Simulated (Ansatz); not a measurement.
Single points on the cluster Rb5H4.

```yaml
crystal:
  periodic: [false, false, false]
  atoms:
    - {symbol: Rb, position_ang: [-1.305244, 4.354858, 0.145200]}
    - {symbol: Rb, position_ang: [3.436603, 2.636009, -0.208184]}
    - {symbol: Rb, position_ang: [2.853379, -2.448614, -0.189865]}
    - {symbol: Rb, position_ang: [-4.536289, 0.638306, 0.294768]}
    - {symbol: Rb, position_ang: [-2.086346, -3.779521, 0.081871]}
    - {symbol: H, position_ang: [-3.904000, -1.879261, 0.216831]}
    - {symbol: H, position_ang: [1.274132, 4.128149, -0.038129]}
    - {symbol: H, position_ang: [3.738696, 0.032167, -0.237348]}
    - {symbol: H, position_ang: [0.529089, -3.682092, -0.065145]}
basis:
  gaussian: {orbitals: def2-TZVP, initial_orbitals: start.molden}
magnetization: {spin_polarized: true, initial_magnetization: 1}
hamiltonian: {xc: r2scan, dispersion: d4}
scf: {omitted_lower_state_checks: [starts]}
output: {orbitals: {seedname: orbitals}}
```

The file start.molden holds the orbitals of an earlier run on this structure, at another level or in another basis.

```sh
$ ansatz run in.yaml --threads 4 --pin off --events-out ev --progress --plain --max-ram 4787MiB
```

Output, abridged:

```
Functional definition: r2SCAN
1796 factors; their error is unknown
mean field evaluation 1: about -3343.6325 eV, gradient 1.7e0 eV
mean field evaluation 2: about -3343.6544 eV, gradient 3.1e-2 eV
mean field evaluation 4: about -3343.6516 eV, gradient 1.0e-4 eV
mean field -3343.65163906 eV, -122.8769313270 hartree, gradient 2.0e-5 eV, S^2 0.750752; 0 other end points of the search recorded, 0 dependent functions left out
reference -3343.65173232 eV, -122.8769347543 hartree; 25, 24 occupied and 164, 165 virtual orbitals, 1796 factors
Total energy: -3343.73290925 eV, -122.8799179513 hartree
Checks for a lower state left out: starts
```

It took 19 s on 4 threads of Arm Neoverse V1 on a shared host, peak host memory 0.66 GiB.

As the first input, with `gaussian: {orbitals: def2-SVP, initial_orbitals: start.molden}`, `hamiltonian: {xc: pbe0, dispersion: d4}` (abridged; 7.5 s):

```
Functional definition: PBE0
mean field -3341.18417549 eV, -122.7862537132 hartree, gradient 3.4e-5 eV, S^2 0.750394
Total energy: -3341.47618596 eV, -122.7969849001 hartree
Checks for a lower state left out: starts
```

First input, but with `gaussian: {orbitals: STO-3G}`, `hamiltonian: {xc: hf}` (abridged; 3.7 s):

```
Functional definition: HF
mean field -395659.97198441 eV, -14540.2357824657 hartree, gradient 1.9e-5 eV, S^2 0.751388
Total energy: -395659.97198441 eV, -14540.2357824657 hartree
Checks for a lower state left out: starts
```

First input, but with `hamiltonian: {xc: hse06, dispersion: d4}` (abridged; 10 s):

```
Functional definition: HSE06
mean field -3341.15740910 eV, -122.7852700666 hartree, gradient 1.3e-5 eV, S^2 0.750366
Total energy: -3341.44022631 eV, -122.7956634074 hartree
Checks for a lower state left out: starts
```

As the first input, with `hamiltonian: {xc: pbe0, dispersion: d4}` (abridged; 9 s):

```
Functional definition: PBE0
mean field -3341.41246823 eV, -122.7946433167 hartree, gradient 1.8e-5 eV, S^2 0.750382
Total energy: -3341.70446122 eV, -122.8053738611 hartree
Checks for a lower state left out: starts
```

As the first input, with `hamiltonian: {xc: {name: wB97X-V}}` (abridged; 35 s):

```
Functional definition: wB97X-V
mean field -3341.09757129 eV, -122.7830710675 hartree, gradient 2.0e-5 eV, S^2 0.750529
Total energy: -3341.09756995 eV, -122.7830710183 hartree
Checks for a lower state left out: starts
```

As the first input, with `gaussian: {orbitals: def2-SVP, initial_orbitals: start.molden}`, `hamiltonian: {xc: pbe, dispersion: d4}` (abridged; 5.5 s):

```
Functional definition: PBE
mean field -3341.05435587 eV, -122.7814829304 hartree, gradient 1.2e-5 eV, S^2 0.750347
Total energy: -3341.39067813 eV, -122.7938425452 hartree
Checks for a lower state left out: starts
```

Geometry: B3LYP-D4/def2-SVP.

In the def2 sets Rb takes a core potential, while STO-3G treats all electrons; there is no spin–orbit coupling. HSE06 is defined as in plane-wave codes, on full-range PBE exchange. At HF/STO-3G the highest occupied level of the charge 0 doublet lies above zero (up to 3.11 eV). In Hartree–Fock with STO-3G the lack of diffuse functions raises the level. Another isomer (doublet) lies 0.98 eV lower at PBE0-D4/def2-TZVP; other spin states weren't run for this one.
